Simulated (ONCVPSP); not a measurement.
Pseudopotentials across the periodic table

Generated with ld1.x 7.5 (TM, RRKJ, ultrasoft, PAW), atompaw 4.2 or ONCVPSP 4.0.1. The cutoff is in Ry: for ld1.x and atompaw files where the sum of valence levels is converged to 10 mRy in a Bessel basis, for ONCV files where the hardest occupied wave has 1 mHa per electron of residual kinetic energy. The error is the largest all-electron minus pseudo excitation energy over each file’s own four to seven test configurations (ionisations up to +4, promotions, holes and added fractions of an electron), all of which were solved. The labels leave out finer settings (local radius, basis sizes, second energies), which also bear on the numbers. Spin-polarised tests are not counted. The rows are a selection from randomly drawn settings: files with unsolved tests, undetermined cutoffs or missed reference levels are left out.

A true bound ghost makes a file unfit for plane-wave use even where its test errors are small: the radial tests pick states by their node count and pass the ghost by.

```csv
element,potential,cutoff (Ry),largest error (meV),bound ghosts
Cl,"ONCV, PBE, scalar-relativistic, rc 1.35/1.40/1.20 (spd), local smoothed, core correction yes, reference 3s2 3p5, qcut 5.4/4.9/8.3, projectors 2/2/2",33,+35,none
Sr,"ONCV, PBE, scalar-relativistic, rc 2.15/1.60/2.35 (spd), local smoothed, core correction no, reference 4s2 4p6 5s2, qcut 5.4/5.6/4.7, projectors 2/2/2",38,-2.2,none
Ce,"ONCV, LDA (Perdew-Zunger), scalar-relativistic, rc 2.35/2.05/2.05 (spd), local d, core correction no, reference 5s2 5p6 5d1 6s2, qcut 5.4/7.5/5.4, projectors 2/2/0",32,-27,none
Gd,"ONCV, PBEsol, fully relativistic, rc 2.60/2.15/3.65/1.45 (spdf), local smoothed, core correction yes, reference 4f7 5s2 5p6 5d1.5 6s1.5, qcut 6.1/5.9/3.8/10.7, projectors 2/2/2/3",108,-5.4,none
Pt,"ONCV, LDA (Perdew-Wang 92), scalar-relativistic, rc 2.55/1.05/1.45/2.20 (spdf), local smoothed, core correction yes, reference 5p6 5d9 6s1, qcut 2.8/7.8/7/4.5, projectors 2/2/2/2",193,-45,s
```

(1) Fill in the row for Ar: ONCV, BLYP, scalar-relativistic, rc 0.40/0.65/0.55 (spd), local smoothed, core correction yes, reference 2s2 2p6 3s2 3p4, qcut 31.5/17.6/19.7, projectors 3/2/1.

(2) Fill in the row for N: ONCV, revPBE, scalar-relativistic, rc 0.80/1.70/1.50 (spd), local smoothed, core correction yes, reference 2s1 2p4, qcut 9.8/10.1/6.8, projectors 2/2/1.

(3) Fill in the row for Sb: ONCV, PBE, scalar-relativistic, rc 2.05/1.90/2.25 (spd), local smoothed, core correction no, reference 5s2 5p2, qcut 2.5/5.2/4.8, projectors 1/2/2.

Results:

(1) cutoff 703 Ry, largest error +5.8 meV, bound ghosts: s.

(2) cutoff 62 Ry, largest error +216 meV, bound ghosts: none.

(3) cutoff 40 Ry, largest error +13 meV, bound ghosts: s, p.
